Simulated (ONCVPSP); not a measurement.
# Plane-wave convergence, ONCV potential for Nb

```json
{
 "Element": "niobium (Nb)",
 "Generator": "ONCVPSP 4.0.1",
 "Type": "optimised norm-conserving Vanderbilt (ONCV)",
 "Functional": "Wu-Cohen",
 "Relativity": "scalar-relativistic",
 "Frozen core": "[Ar] 3d10",
 "Valence charge": "13",
 "Reference configuration": "4s2 4p6 4d4 5s0.75 5p0.25",
 "Partial waves": "4s+5s: rc 1.90 bohr, ncon 4, nbas 8, qcut 7.8 1/bohr, 2 projectors; 4p+5p: rc 2.55 bohr, ncon 3, nbas 6, qcut 5.8 1/bohr, 2 projectors; 4d: rc 1.90 bohr, ncon 5, nbas 10, qcut 6.7 1/bohr, local",
 "Local potential": "the d channel",
 "Core correction": "polynomial model core, fcfact 0.3"
}
```

Question: For each optimised wave give the share of its norm inside rc, the residual kinetic energy above qcut (Ha) and the cutoffs (Ha) for errors of 10, 1, 0.1 and 0.01 mHa per electron.

Answer:

```
wave  norm inside rc  residual KE  10 mHa  1 mHa  0.1 mHa  0.01 mHa
  4s           0.951      3.4e-08    13.2   17.9     21.5      24.6
  5s           0.057      3.4e-08     9.1   15.7     20.2      23.9
  4p           0.982      1.3e-07     8.2   10.6     12.6      14.1
  5p           0.054      1.3e-08     5.2    8.1     10.6      12.7
  4d           0.482      1.6e-05    12.3   16.4     19.8      24.4
```

The occupied waves need 18 Ha and 22 Ha for 1 and 0.1 mHa. 2 of 4 tests not solved or not reliable.
